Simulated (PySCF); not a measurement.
disilylmethane (CH8Si2), singlet, at a GFN2-xTB geometry; MP2/cc-pVDZ in PySCF.

PySCF was given this input:
```python
from pyscf import gto, scf, mp

mol = gto.M(
    atom='''
Si    1.46950070    0.67524300   -0.00431472
C     0.24995850   -0.77336248   -0.14074454
Si   -1.58286457   -0.32449931    0.06814671
H     2.83970087    0.18299439   -0.18517777
H     1.18101404    1.66895244   -1.04054280
H     1.35867644    1.29737643    1.31671504
H     0.51380546   -1.52489859    0.60468436
H     0.38453397   -1.25453083   -1.11051382
H    -1.98252766    0.63279647   -0.96544211
H    -1.80486526    0.26122046    1.39181573
H    -2.40299462   -1.53414758   -0.06071914
''',
    basis='cc-pvdz',
    verbose=4,
)

mf = scf.RHF(mol)
mf.kernel()

pt = mp.MP2(mf)
pt.kernel()
print('E(MP2) = %.10f' % pt.e_tot)
```

Task: Write the output that PySCF gives for this input, abridged.

Result: 
```
PySCF version 2.14.0

[INPUT] verbose = 4
[INPUT] num. atoms = 11
[INPUT] num. electrons = 42
[INPUT] charge = 0
[INPUT] spin (= nelec alpha-beta = 2S) = 0
[INPUT] symmetry False subgroup None
[INPUT] Mole.unit = angstrom
[INPUT] Symbol           X                Y                Z      unit          X                Y                Z       unit  Magmom
[INPUT]  1 Si     1.469500700000   0.675243000000  -0.004314720000 AA    2.776953862857   1.276024337530  -0.008153639104 Bohr   0.0
[INPUT]  2 C      0.249958500000  -0.773362480000  -0.140744540000 AA    0.472353107507  -1.461443282214  -0.265968634128 Bohr   0.0
[INPUT]  3 Si    -1.582864570000  -0.324499310000   0.068146710000 AA   -2.991180529577  -0.613214823510   0.128778618190 Bohr   0.0
[INPUT]  4 H      2.839700870000   0.182994390000  -0.185177770000 AA    5.366256919989   0.345809279432  -0.349935269658 Bohr   0.0
[INPUT]  5 H      1.181014040000   1.668952440000  -1.040542800000 AA    2.231793084866   3.153863026525  -1.966340912888 Bohr   0.0
[INPUT]  6 H      1.358676440000   1.297376430000   1.316715040000 AA    2.567526363499   2.451686133166   2.488230809696 Bohr   0.0
[INPUT]  7 H      0.513805460000  -1.524898590000   0.604684360000 AA    0.970951600706  -2.881640702835   1.142687832208 Bohr   0.0
[INPUT]  8 H      0.384533970000  -1.254530830000  -1.110513820000 AA    0.726663888892  -2.370719683523  -2.098566977345 Bohr   0.0
[INPUT]  9 H     -1.982527660000   0.632796470000  -0.965442110000 AA   -3.746434311775   1.195812020892  -1.824421177022 Bohr   0.0
[INPUT] 10 H     -1.804865260000   0.261220460000   1.391815730000 AA   -3.410701033142   0.493635127533   2.630150545562 Bohr   0.0
[INPUT] 11 H     -2.402994620000  -1.534147580000  -0.060719140000 AA   -4.541001710603  -2.899118760864  -0.114742545119 Bohr   0.0

nuclear repulsion = 150.449955046413
number of shells = 39
number of NR pGTOs = 164
number of NR cGTOs = 90
basis = cc-pvdz
ecp = {}

******** <class 'pyscf.scf.hf.RHF'> ********
method = RHF
initial guess = minao
damping factor = 0
level_shift factor = 0
DIIS = <class 'pyscf.scf.diis.CDIIS'>
diis_start_cycle = 1
diis_space = 8
diis_damp = 0
SCF conv_tol = 1e-09
SCF conv_tol_grad = None
SCF max_cycles = 50
direct_scf = True
direct_scf_tol = 1e-13
Set gradient conv threshold to 3.16228e-05
Initial guess from minao.
init E= -620.209643996312
  HOMO = -0.319758758665879  LUMO = 0.0744055936724903  gap/eV = 10.72576
cycle= 1 E= -620.347173837197  delta_E= -0.138  |g|= 0.267  |ddm|= 2.33
  HOMO = -0.434546123361275  LUMO = 0.127692340834871  gap/eV = 15.29929
cycle= 2 E= -620.381078910768  delta_E= -0.0339  |g|= 0.0675  |ddm|= 0.332
  HOMO = -0.419932199112171  LUMO = 0.143936153591613  gap/eV = 15.34364
cycle= 3 E= -620.383795692208  delta_E= -0.00272  |g|= 0.0123  |ddm|= 0.108
  HOMO = -0.426690220222892  LUMO = 0.141678659850192  gap/eV = 15.46610
cycle= 4 E= -620.383875655764  delta_E= -8e-05  |g|= 0.00341  |ddm|= 0.0219
  HOMO = -0.42643931124209  LUMO = 0.141806494808641  gap/eV = 15.46276
cycle= 5 E= -620.383881611453  delta_E= -5.96e-06  |g|= 0.00108  |ddm|= 0.0061
  HOMO = -0.426790072963585  LUMO = 0.141745643028374  gap/eV = 15.47064
cycle= 6 E= -620.383882272943  delta_E= -6.61e-07  |g|= 0.000243  |ddm|= 0.00223
  HOMO = -0.426784623003313  LUMO = 0.141755726746972  gap/eV = 15.47077
cycle= 7 E= -620.38388231178  delta_E= -3.88e-08  |g|= 5.36e-05  |ddm|= 0.000568
  HOMO = -0.426791754587901  LUMO = 0.141756826323987  gap/eV = 15.47099
cycle= 8 E= -620.383882313874  delta_E= -2.09e-09  |g|= 1.02e-05  |ddm|= 0.000139
  HOMO = -0.426792390754293  LUMO = 0.141756583676509  gap/eV = 15.47101
cycle= 9 E= -620.383882313967  delta_E= -9.28e-11  |g|= 1.72e-06  |ddm|= 2.95e-05
  HOMO = -0.426792326209548  LUMO = 0.141756754059157  gap/eV = 15.47101
Extra cycle  E= -620.383882313971  delta_E= -3.87e-12  |g|= 6.75e-07  |ddm|= 3.1e-06
converged SCF energy = -620.383882313971

******** <class 'pyscf.mp.mp2.RMP2'> ********
nocc = 21, nmo = 90
E(RMP2) = -620.761044589644  E_corr = -0.377162275673525
E(SCS-RMP2) = -620.776465469266  E_corr = -0.392583155295557
E_corr(same-spin) = -0.0692441255915466
E_corr(oppo-spin) = -0.307918150081979
E(MP2) = -620.7610445896
```
